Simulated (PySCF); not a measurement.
Constitutional and geometric isomers with formula C2H2OSi. Isolated molecules, 0 K electronic values unless said otherwise. Strings in code marks are SMILES.

These are ωB97X-D3(BJ)/def2-TZVP // PBE0-D3(BJ)/def2-TZVP in PySCF values and carry that method's errors. Delta-SCF ions had no search for a lower state. Excitations are Tamm–Dancoff values on a coarser integration grid. The basis has no diffuse functions, so Rydberg states are missing or too high.

| species | S1–T1 gap (TDA) (eV) | vertical ionisation energy (Delta-SCF) (eV) | HOMO (eV) | S1 oscillator strength | T1 excitation (TDA) (eV) |
|---|---|---|---|---|---|
| `O=[si]1cc1` | … | 10.45 | … | 0.003 | 4.51 |
| `C(#C)[SiH]=O` | … | 10.62 | -10.84 | 0.000 | 4.20 |
| `C(=C=O)=[SiH2]` | 0.19 | 8.98 | -9.19 | 0.000 | 2.40 |

Complete the blanks.


- `O=[si]1cc1`, S1–T1 gap (TDA) (eV): 0.68
- `O=[si]1cc1`, HOMO (eV): -10.37
- `C(#C)[SiH]=O`, S1–T1 gap (TDA) (eV): 0.31
